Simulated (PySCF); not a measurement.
Compound: C5H7ClO2Si.
Atom-mapped SMILES: `[OH:1][C@H:2]1[CH:3]=[CH:4][SiH2:5][O:6]/[C:7]1=[CH:8]/[Cl:9]`

Structure used (GFN2-xTB), in Å, numbered top down from 1:
```
atom  x, y, z in Å
O1     0.0708    0.8752   -1.5506
C2     0.7060    0.6940   -0.2956
C3    -0.1635    1.2402    0.8096
C4    -1.4140    0.8024    0.8884
Si5   -1.8075   -0.6794   -0.2112
O6    -0.3551   -1.4645   -0.2061
C7     0.8056   -0.8066   -0.1252
C8     1.9325   -1.4773    0.1035
Cl9    3.4646   -0.7185    0.2404
H10   -0.1935    1.7979   -1.6356
H11    1.7044    1.1460   -0.2974
H12    0.2683    1.9834    1.4658
H13   -2.0827    1.1874    1.6423
H14   -2.2765   -0.3593   -1.5516
H15   -2.6175   -1.6635    0.4965
H16    1.9505   -2.5485    0.2153
```

Probes without a nucleus sit at each ring's centroid and 1 Å off its mean plane on both sides; NICS is minus the shielding there, NICSzz its component along the normal. Level: GIAO PBE0/pcSseg-1 (PySCF, non-relativistic, gas phase) on the GFN2-xTB geometry, one conformer.

Ring bond lengths (Å), with Mayer bond orders in brackets: C2–C3 1.509 (1.00), C3–C4 1.327 (1.88), C4–Si5 1.887 (0.87), Si5–O6 1.651 (0.89), O6–C7 1.337 (0.99), C7–C2 1.514 (0.97).

Problem. Give the NICS values of each ring in ppm.

Solution. 
| ring | type | NICS(0) | NICS(1), two faces | NICS(1)zz, two faces | rms pucker (Å) | centre to ring atoms, mean (Å) |
| --- | --- | --- | --- | --- | --- | --- |
| C2–C3–C4–Si5–O6–C7 | 6-membered ring with O and Si; formal bonds 1 double, 5 single | -1.4 | -4.4 / -3.8 | -8.0 / -3.0 | 0.29 | 1.48 |

Problem. What do they say, and how far can they be read as aromaticity?

Solution. 
- C2–C3–C4–Si5–O6–C7: mean NICS(1)zz -5.5 ppm, shielded. C2, Si5 have four or more neighbours, and the NICS criterion for π rings isn't applied. The two faces differ by 5.0 ppm, so no symmetry operation interchanges them.

Problem. What is the mean of the two in-plane components of NICS at the second NICS(1) probe listed for ring C2–C3–C4–Si5–O6–C7, 1 Å off the ring?

Solution. The isotropic value is a third of the trace: (3 × -3.8 − (-3.0))/2 = -4.2 ppm.

Problem. What are the shieldings of the ring atoms and their hydrogens in the same run (means over atoms taken as equivalent)?

Solution. 
```json
{"atoms": "C2", "environment": "carbinol carbon (C–OH)", "σ isotropic (ppm)": "120.7", "principal values of the symmetric part, first atom (ppm)": "98.5, 108.9, 154.7"}
{"atoms": "C3", "environment": "alkene CH carbon", "σ isotropic (ppm)": "28.0", "principal values of the symmetric part, first atom (ppm)": "-99.9, 29.4, 154.4"}
{"atoms": "C4", "environment": "alkene CH carbon", "σ isotropic (ppm)": "45.2", "principal values of the symmetric part, first atom (ppm)": "-73.5, 32.9, 176.1"}
{"atoms": "Si5", "environment": "oxygen-bound silicon", "σ isotropic (ppm)": "378.8", "principal values of the symmetric part, first atom (ppm)": "345.4, 363.3, 427.6"}
{"atoms": "O6", "environment": "silyl ether oxygen", "σ isotropic (ppm)": "252.4", "principal values of the symmetric part, first atom (ppm)": "173.5, 237.9, 346.0"}
{"atoms": "C7", "environment": "vinylic carbon bearing oxygen", "σ isotropic (ppm)": "28.0", "principal values of the symmetric part, first atom (ppm)": "-75.9, 58.3, 101.7"}
{"atoms": "H11", "environment": "methine hydrogen", "σ isotropic (ppm)": "26.01", "principal values of the symmetric part, first atom (ppm)": "21.6, 24.7, 31.7"}
{"atoms": "H12", "environment": "vinylic hydrogen", "σ isotropic (ppm)": "24.06", "principal values of the symmetric part, first atom (ppm)": "22.7, 23.2, 26.3"}
{"atoms": "H13", "environment": "vinylic hydrogen", "σ isotropic (ppm)": "25.11", "principal values of the symmetric part, first atom (ppm)": "23.6, 24.9, 26.9"}
{"atoms": "H14", "environment": "Si–H hydrogen", "σ isotropic (ppm)": "26.03", "principal values of the symmetric part, first atom (ppm)": "22.3, 24.8, 31.1"}
{"atoms": "H15", "environment": "Si–H hydrogen", "σ isotropic (ppm)": "26.70", "principal values of the symmetric part, first atom (ppm)": "22.7, 24.9, 32.5"}
```
